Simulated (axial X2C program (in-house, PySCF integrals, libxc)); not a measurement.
Spin–orbit effects along a row: molecules with Ga (ions), PBE0

Calculated with an in-house relativistic program for diatomic molecules, spin-free (one-electron X2C) or two-component (2c: spin–orbit coupling with atomic mean-field Coulomb and Gaunt terms, which also bring small scalar terms), in Dyall basis sets with cores contracted in-house; open shells are unrestricted.

Basis sets: B dyall-av3z, C dyall-av3z, Ga dyall-acv3z, Li dyall-av3z, N dyall-av3z, O dyall-av3z.

```json
{"molecule": "LiGa⁻", "spin-free state": "M_S = 3/2, Λ = 0", "Re (Å)": "2.503", "ωe (cm⁻¹)": "318.0", "De (eV)": "n/a", "2c state": "Ω = 3/2", "Re 2c (Å)": "2.504", "ωe 2c (cm⁻¹)": "315.7", "De 2c (eV)": "n/a"}
{"molecule": "GaB⁻", "spin-free state": "M_S = 3/2, Λ = 0", "Re (Å)": "2.062", "ωe (cm⁻¹)": "528.9", "De (eV)": "n/a", "2c state": "Ω = 3/2", "Re 2c (Å)": "2.062", "ωe 2c (cm⁻¹)": "528.6", "De 2c (eV)": "n/a"}
{"molecule": "GaC⁻", "spin-free state": "?", "Re (Å)": "?", "ωe (cm⁻¹)": "?", "De (eV)": "?", "2c state": "?", "Re 2c (Å)": "?", "ωe 2c (cm⁻¹)": "?", "De 2c (eV)": "?"}
{"molecule": "GaN⁻", "spin-free state": "M_S = 1/2, Λ = 0", "Re (Å)": "1.738", "ωe (cm⁻¹)": "773.2", "De (eV)": "3.31", "2c state": "Ω = 1/2", "Re 2c (Å)": "1.738", "ωe 2c (cm⁻¹)": "773.1", "De 2c (eV)": "n/a"}
{"molecule": "GaO⁻", "spin-free state": "M_S = 0, Λ = 0", "Re (Å)": "1.703", "ωe (cm⁻¹)": "822.1", "De (eV)": "5.16", "2c state": "Ω = 0", "Re 2c (Å)": "1.704", "ωe 2c (cm⁻¹)": "821.8", "De 2c (eV)": "n/a"}
```

Task: Estimate the 2c Re and ωe of GaC⁻ as the mean of its neighbours in the table.

Result: Re ≈ 1.900 Å, ωe ≈ 650.9 cm⁻¹. The PBE0 runs give the row below, so the estimate misses by 0.007 Å and 38.4 cm⁻¹.

```json
{"molecule": "GaC⁻", "spin-free state": "M_S = 1, Λ = 1", "Re (Å)": "1.893", "ωe (cm⁻¹)": "614.1", "De (eV)": "2.73", "2c state": "Ω = 2", "Re 2c (Å)": "1.893", "ωe 2c (cm⁻¹)": "612.5", "De 2c (eV)": "n/a"}
```

Fragments in 2c: Ga + Li-, Ga + B-, Ga + C-, Ga- + N, Ga + O-. Each entry is the lowest single determinant of a limited PBE0 search at one distance. De goes to single-determinant-based atoms at the same level (for ions the charge split of lowest energy) and is withheld (n/a) where an atom does not fit its ground term or J level. Main or longest-lived isotopes. One determinant is a doubtful description, or other states lie close, for LiGa⁻, GaB⁻, GaC⁻, GaN⁻; these need not be ground states, and all values refer to the states named. Some open-shell Ω = 0 determinants are out of reach, so the Ω given for GaC⁻ need not be the lowest component. With several unpaired electrons the Ω given is that of one determinant, not necessarily of the lowest component. The functionals have no current term, which raises determinants with orbital currents.
